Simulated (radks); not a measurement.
Task: These are the eigenvalues of the occupied orbitals of an atom or ion with whole-number occupations (eV). Calculated with a radial shooting solver on a logarithmic mesh with Libxc functionals: scalar-relativistic Kohn-Sham, XLYP, spin-polarised, spherical densities, finite nucleus; Fermi nuclear charge, rms radius of each element as measured or else 0.836 A^(1/3) + 0.57 fm.

1s down: -4905.476
1s up: -4905.470
2s up: -571.2740
2s down: -570.9244
2p up: -478.6709
2p down: -478.3993
3s up: -95.3970
3s down: -94.2744
3p up: -71.3237
3p down: -70.2271
3d up: -35.1820

Which element is it, and in what charge state? The configuration may be excited. Open shells, if any, are filled with parallel spins first.

Result: Z = 22, titanium, charge +3: Ti3+ in [Ar] 3d1. The list shows which subshells hold electrons but not how many an open one holds; the 1s level, -180.27 hartree, gives Z - s = 19.0 by -(Z - s)^2/2, which with screening and relativity narrows Z to a few neighbours, and the depths of the outer levels then fix element, charge and occupations together.
